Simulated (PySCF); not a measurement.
## Cl: excitation energy

Cl [Ne] 3s2 3p5 (2P) → Cl [Ne] 3s1 3p6 (2S), as a difference of total energies. All numbers are calculated (PySCF 2.14, the spin-free X2C one-electron Hamiltonian (Gaussian nucleus), in x2c-TZVPPall with one added diffuse shell each of s, p, d type (6s6p4d1f, 51 functions)). Correlated levels: valence: [Ne] frozen. The calculations carry no spin-orbit coupling.

```csv
method,excitation energy (cm⁻¹),error (cm⁻¹)
UHF,125650,+40262
MP2 (valence),105860,+20474
SCS-MP2 (valence),103880,+18493
CCSD (valence),93742,+8357
CCSD(T) (valence),85935,+550
```

Reference: 85385 cm⁻¹ (measured; NIST levels, between the centres of gravity of the two terms).

Errors of the correlated levels include the incompleteness of this basis and the frozen core.

The coupled-cluster amplitudes are large for the upper state (T1 above 0.03 or a double amplitude above 0.15), so a single reference is strained.
